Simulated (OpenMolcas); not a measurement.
# What dynamic correlation does to the levels of Br5+

```json
{
 "Program": "OpenMolcas",
 "Basis": "ANO-RCC-VTZP [6s5p3d1f]",
 "Scalar Hamiltonian": "DKH2, point nucleus",
 "Active space": "2 electrons in 9 orbitals (RAS2 4s 4p; RAS3 4d, at most 2 electrons)",
 "State averaging": "2S+1 = 3 even, 3 roots; 2S+1 = 1 even, 7 roots; 2S+1 = 3 odd, 3 roots; 2S+1 = 1 odd, 3 roots",
 "Spin-orbit coupling": "RASSI with atomic mean-field integrals over the reference wave functions, term energies averaged over their components"
}
```

Methods on the same reference wave functions:
A. RASSCF
B. SS-RASPT2, IPEA 0.25 Eh, imaginary shift 0.1 Eh (closed shells correlated: 3d)
C. MS-RASPT2, IPEA 0.25 Eh, imaginary shift 0.1 Eh (closed shells correlated: 3d)
D. XMS-RASPT2, IPEA 0.25 Eh, imaginary shift 0.1 Eh (closed shells correlated: 3d)

Energies in cm⁻¹ above 4s² ¹S₀, the measured ground level; measured values from Moore, Atomic Energy Levels, vol. II, NSRDS-NBS 35 (1971 reprint of NBS Circular 467, 1952).

```tsv
Level	A	B	C	D	Measured
4s² ¹S₀	0.0	0.0	0.0	0.0	0.0
4s 4p ³P°₀	99836	100957	100969	101088	104316
4s 4p ³P°₁	101794	102910	102923	103042	106431
4s 4p ³P°₂	106192	107312	107325	107444	111336
4s 4p ¹P°₁	153288	152962	152975	153048	151274
4p² ³P₀	241028	242141	242152	242263	244136
4p² ¹D₂	242074	243534	243546	243655	
4p² ³P₁	243816	244965	244977	245087	247406
4p² ³P₂	249154	250370	250383	250492	253892
```

Deviations, from unrounded energies. A percentage is the sum of absolute deviations over the sum of measured energies, with the sign that they share, or ± where signs differ.

```tsv
Against measurement	Levels	A	B	C	D
mean absolute deviation (cm-1)	7	4000	2900	2900	2800
other configurations (%)	7	±2.3	±1.7	±1.7	±1.6
```

B, C, D lie about equally close to measurement and A furthest from it. The largest miss of D in the table is 4s 4p ³P°₂, by -3900 cm-1. The ranking rests on the paired levels alone, and a cruder setting can come out closer through cancelling errors.

Among B to D the level of the table that moves most is 4s 4p ³P°₂, by 130 cm-1 (lowest in B, highest in D).

The lowest spin-free term lies below A's lowest term by 0.037 hartree in B, 0.038 hartree in C, 0.038 hartree in D.

Active for correlation alone: 4d; no level in the range computed is led by a configuration that fills it, so any true level of that kind is missing. Some terms mix strongly with configurations of 4d, whose occupation reaches 0.18 (4p² ¹D). Measured partners are found by configuration, term and J. A level has none where our copy of the source lacks it or the pairing is in doubt (some pairs that miss far off the trend of their configuration count as doubtful), and it then counts in no deviation. Only configurations of the active space appear. Levels that lie high or do not pair safely by name in every column are left out.

° marks odd parity.
